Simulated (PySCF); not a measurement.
Input for PySCF: R-HF/3-21G on GeH3N (SMILES [NH2][GeH]), a point of a torsion scan.

```python
from pyscf import gto, scf, dft, mp
from pyscf.data.elements import chemcore

mol = gto.M(
    atom='''
    N    -0.67412637   -0.05241541   -0.21277172
    Ge    0.97845306   -0.85033753   -0.34083090
    H    -1.42106430   -0.49291310    0.30361287
    H    -0.71290527    0.93481996    0.01093529
    H     1.81244244    0.40993293    0.36445803
    ''',
    basis='3-21g',
    charge=0, spin=0, verbose=3, max_memory=1800)
mf = scf.RHF(mol)
mf.conv_tol = 1e-8
mf.max_cycle = 100
mf.kernel()
if not mf.converged:
    mf = mf.newton().run(mf.mo_coeff, mf.mo_occ)
```

It printed:

```
converged SCF energy = -2121.20650824226
```

The calculation finished and met its thresholds.

Cost: roughly 0.22 core-seconds.
